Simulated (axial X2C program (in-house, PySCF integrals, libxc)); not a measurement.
**Correcting the dissociation energy of AlSn for spin–orbit coupling**

A spin-free CCSD(T) curve (one-electron X2C) was computed with an in-house relativistic program for diatomic molecules, basis Sn dyall-cv3z [11s12p9d4f1g], Al dyall-v3z [8s8p2d1f] (cores contracted in-house), for the state M_S = 3/2, Λ = 0 (beyond evenly filled blocks: σα, π+α, π-α). It gives D0 = 2.031 eV to Sn + Al, which in a spin-free picture are the weighted means of the ground terms.

Correlated methods: 7 electrons correlated (number of frozen shells: Sn 4 s, 3 p, 2 d; Al 2 s, 1 p), 231 virtual spin orbitals or spinors in MP2, 90 natural virtuals in coupled cluster.

Measured levels of the ground terms (NIST Handbook of Basic Atomic Spectroscopic Data), in cm⁻¹: Sn 3P: J = 0 at 0, J = 1 at 1691.8, J = 2 at 3427.7; Al 2P: J = 1/2 at 0, J = 3/2 at 112.1.

The molecular state has Λ = 0, so it has no first-order lowering.

Problem. How far does each ground level lie under the (2J+1)-weighted mean of its term?

Solution. Sn: (1 × 0 + 3 × 1691.8 + 5 × 3427.7)/9 = 2468 cm⁻¹; Al: (2 × 0 + 4 × 112.1)/6 = 75 cm⁻¹.

Problem. Correct D0.

Solution. D0 = 2.031 + (0 − 2543)/8065.5 = 1.716 eV at CCSD(T) with these spin–orbit terms.

Second-order spin–orbit effects in the molecule, which grow quickly with Z, are left out. Occupations by symmetry block were frozen at the best pattern of an incomplete PBE0 search. De is counted from the lowest determinant-based energies of the atoms at the same level, without counterpoise correction. Coupled cluster ran in a truncated set of natural virtual spinors; the MP2 energy of the rest was added. (T) has no such correction and the atoms are truncated less, which lowers De at CCSD(T) by a hundredth of an eV or more. Other states lie close and PBE0, whose exact exchange favours high spin, may order them wrongly; the determinant shown need not be the ground state. The nearest other spin-free determinant of the search, M_S = 1/2, Λ = 0, lies 0.29 eV up at the distance of the search. With the outer-core shells frozen, correlated bond lengths of heavy atoms tend to come out a few hundredths of an ångström too long.
